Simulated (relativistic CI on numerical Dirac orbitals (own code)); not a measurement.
Co4+ in a cubic cluster: 3p photoemission with charge transfer

Computed with a charge-transfer multiplet model of a cubic metal-ligand cluster with up to one ligand hole, Slater and spin-orbit integrals from Dirac-Coulomb-Breit ions, Slater integrals scaled by 0.9. The ground state mixes d5 with configurations of k ligand holes L, whose averages lie at kΔ + k(k − 1)U_dd/2; a core hole lowers each added d electron by U_cd. 300 K, Lorentzian 0.9 eV and Gaussian 0.8 eV FWHM.

Atomic integrals in eV (Slater integrals scaled, ζ unscaled), ground: F2dd 12.224, F4dd 7.677, zeta_d 0.080; with the core hole: F2dd 13.046, F4dd 8.230, zeta_d 0.086, zeta_core 1.301, F2cd 13.414, G1cd 16.392, G3cd 10.143.

Cluster parameters (eV): U_dd = 6.8, U_cd = 8.6, 10Dq = 1.5, 10Dq(ligand) = 0.4, V(eg) = 2.15, V(t2g) = -1, final-state hopping factor = 1.

```tsv
Case	n_d	d5	d6L	S
Δ = 1 eV	5.23	0.77	0.23	2.50
Δ = 2 eV	5.19	0.81	0.19	2.50
Δ = 3 eV	5.16	0.84	0.16	2.50
```

Weights, n_d and S are thermal averages at 300 K. Binding energies count from the first peak over 30 % of the highest in each spectrum, which can be another peak from case to case. The parameters are a model scan and need not match a compound or its usual spin state. Peaks in eV (height, largest 100):
- Δ = 1 eV: 0.0 (100), 6.8 (62), 9.9 (15), 12.3 (21), 22.0 (13), 24.7 (38), 33.3 (35)
- Δ = 2 eV: 0.0 (100), 2.5 (45), 6.6 (56), 10.0 (12), 11.8 (19), 22.2 (13), 24.8 (37), 32.7 (33)
- Δ = 3 eV: 0.0 (100), 2.8 (40), 6.4 (46), 11.5 (16), 22.4 (13), 24.9 (36), 27.1 (11), 32.2 (29)

For the case Δ = 2 eV, Δ = 2 eV is smaller than U_dd = 6.8 eV, the charge-transfer side of the Zaanen-Sawatzky-Allen scheme. With the core hole the configuration with one ligand hole lies at Δ − U_cd = -7.6, -6.6, -5.6 eV from the one without, in the order of the table; where this is negative the screened configuration lies lower.

With at most 1 ligand hole the space is cut while the next configuration still counts, so covalency is underestimated, and a final configuration with one more ligand hole, which can lie low, is missing from the spectra.
